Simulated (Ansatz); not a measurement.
Relaxation of C$_{2}$H$_{10}$OSi (14 atoms, charge 0, multiplicity 1), to a largest force component of 0.02 eV/Å in at most 40 steps.

Method: RKS r2SCAN/STO-3G in Ansatz.

```xyz
14
Properties=species:S:1:pos:R:3
C 0.149 -0.197 -2.422
O -0.853 -0.684 -1.561
H 1.100 -0.537 -2.015
H 0.151 0.897 -2.461
H 0.034 -0.592 -3.438
H -1.711 -0.388 -1.884
C 0.164 -0.799 1.661
Si 0.119 1.088 1.778
H -0.493 -1.258 2.394
H 1.166 -1.183 1.832
H -0.156 -1.127 0.677
H -1.254 1.574 1.612
H 0.969 1.682 0.737
H 0.616 1.525 3.089
```

**Question.** Where does it end, and by what steps?

**Answer.** The run converged. The force dipped under the threshold on the way, but the program's further checks kept it going. Limits of this set-up: minimal basis. After 34 steps the energy has fallen by 0.355 eV; H6 moved furthest, 1.04 Å.

| step | energy less start (eV) | largest force component (eV/Å) | accepted |
| --- | --- | --- | --- |
| 0 | 0.0000 | 3.503 | yes |
| 2 | -0.2998 | 0.269 | yes |
| 4 | -0.3154 | 0.211 | yes |
| 6 | -0.3393 | 0.383 | yes |
| 8 | -0.3491 | 0.056 | yes |
| 10 | -0.3507 | 0.047 | yes |
| 12 | -0.3514 | 0.018 | yes |
| 14 | -0.3516 | 0.016 | yes |
| 16 | -0.3518 | 0.049 | yes |
| 18 | -0.3523 | 0.071 | yes |
| 20 | -0.3529 | 0.043 | yes |
| 22 | -0.3532 | 0.033 | yes |
| 24 | -0.3535 | 0.025 | yes |
| 26 | -0.3538 | 0.065 | yes |
| 28 | -0.3543 | 0.022 | yes |
| 30 | -0.3546 | 0.038 | yes |
| 32 | -0.3548 | 0.077 | yes |
| 34 | -0.3551 | 0.013 | yes |

```xyz
14
Properties=species:S:1:pos:R:3
C 0.017 -0.111 -2.176
O -0.355 -1.335 -1.456
H 1.119 -0.043 -2.133
H -0.406 0.807 -1.713
H -0.291 -0.133 -3.243
H -1.377 -1.309 -1.539
C 0.000 -0.694 1.425
Si 0.309 1.138 1.633
H -0.911 -0.998 1.951
H 0.829 -1.278 1.840
H -0.109 -0.965 0.356
H -0.797 1.900 1.097
H 1.510 1.535 0.931
H 0.463 1.487 3.028
```

Run time: 3.3 min on 1 CPU thread of a shared host.
